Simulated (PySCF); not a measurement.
Computed structure and properties of Tl2H6

System: Tl2H6 (singlet); start: template (D2h). Method: PySCF 2.14.0, RKS B3LYP, Tl def2-SVP with ECP60, H def2-SVP; non-relativistic Hamiltonian with scalar-relativistic core potentials where named; density fitting; no spin-orbit coupling.

Input of the relaxation:

```python
mol = gto.M(atom='''
Tl     0.00000     0.00000     1.49720
Tl    -0.00000    -0.00000    -1.49720
H      1.28030     0.00000    -0.00000
H     -1.28030    -0.00000     0.00000
H      0.00000     1.67170     2.53950
H      0.00000    -1.67170     2.53950
H     -0.00000     1.67170    -2.53950
H     -0.00000    -1.67170    -2.53950''',
    basis={'Tl': 'def2-SVP', 'H': 'def2-SVP'},
    ecp={'Tl': 'def2-SVP'},
    charge=0, spin=0)
mf = dft.RKS(mol, xc='B3LYP')
mf.grids.atom_grid = (50, 194)
mf = mf.density_fit()  # fitting sets: Tl def2-universal-JKFIT, H def2-universal-JKFIT
mf.conv_tol = 1e-08; mf.max_cycle = 55
mf.kernel(dm0)  # dm0: converged density of the start geometry
# quasi-Newton relaxation in Cartesian coordinates to a largest gradient under 0.00045 Eh/bohr, steps kept in the point group
```

Run from Python with OMP_NUM_THREADS=2; the lines above give its settings. Where DIIS fails, smearing, a level shift and second-order steps follow.
It took 26 s on 2 threads of Arm Neoverse V1 (shared host), from the converged density of the start.

Course of the relaxation:

```csv
step,energy above end (eV),largest force component within the symmetry (eV/Å)
0,1.2922,2.748
1,0.6257,1.830
2,0.1692,0.346
3,0.0558,0.177
4,0.0045,0.111
5,0.0006,0.040
6,0.0001,0.041
7,0.0000,0.025
8,0.0000,0.005
```

Relaxed geometry (D2h):

```xyz
8

Tl    0.0000    0.0000    1.5800
Tl    0.0000    0.0000   -1.5800
H     1.2938    0.0000    0.0000
H    -1.2938    0.0000    0.0000
H     0.0000    1.6374    2.0893
H     0.0000   -1.6374    2.0893
H     0.0000    1.6374   -2.0893
H     0.0000   -1.6374   -2.0893
```

```json
{"contact": "Tl1–H3 (H)", "Å": "2.042"}
{"contact": "Tl1–H4 (H)", "Å": "2.042"}
{"contact": "Tl1–H5 (H)", "Å": "1.715"}
{"contact": "Tl1–H6 (H)", "Å": "1.715"}
{"contact": "Tl2–H7 (H)", "Å": "1.715"}
{"contact": "Tl2–H8 (H)", "Å": "1.715"}
```

On the finer grid (75, 302):

```yaml
HOMO: -7.55 eV
LUMO: -1.47 eV
Dipole_about_the_centre_of_mass: 0.00 D
Set_of_Mulliken_populations_of_Tl1_outside_the_core_potential: s 3.34, p 7.45, d 9.98
D3_BJ_dispersion_energy_not_in_the_energies: -0.267 eV
```

```csv
atom,Mulliken (e),Löwdin (e),spin (e)
Tl1,0.22,0.16,0.00
Tl2,0.22,0.16,0.00
H3,-0.14,-0.03,0.00
H4,-0.14,-0.03,0.00
H5,-0.04,-0.06,0.00
H6,-0.04,-0.06,0.00
H7,-0.04,-0.06,0.00
H8,-0.04,-0.06,0.00
```

On the grid (50, 194), as all that follows. Harmonic modes: a minimum; lowest 106 cm⁻¹ (negative: unstable), highest 1877 cm⁻¹, zero-point energy 0.979 eV.

Taking off one H (charge -1, singlet; the rest: singlet) in vacuum, both parts rigid, costs 9.96 eV; the small basis without counterpoise inflates it. Most of it is the attraction of opposite charges; other ways to part are cheaper, and one spin state was tried for the rest.

Rigid scan of H along the line from its metal:

```json
{"distance to H3 (Å)": "1.74", "energy (eV)": "0.257"}
{"distance to H3 (Å)": "1.84", "energy (eV)": "0.098"}
{"distance to H3 (Å)": "1.94", "energy (eV)": "0.021"}
{"distance to H3 (Å)": "2.04", "energy (eV)": "0.000"}
{"distance to H3 (Å)": "2.14", "energy (eV)": "0.017"}
{"distance to H3 (Å)": "2.24", "energy (eV)": "0.060"}
{"distance to H3 (Å)": "2.44", "energy (eV)": "0.194"}
{"distance to H3 (Å)": "2.74", "energy (eV)": "0.463"}
{"distance to H3 (Å)": "3.14", "energy (eV)": "0.899"}
{"distance to H3 (Å)": "3.64", "energy (eV)": "1.555"}
```

One start shape was tried, so this needn't be the lowest isomer.
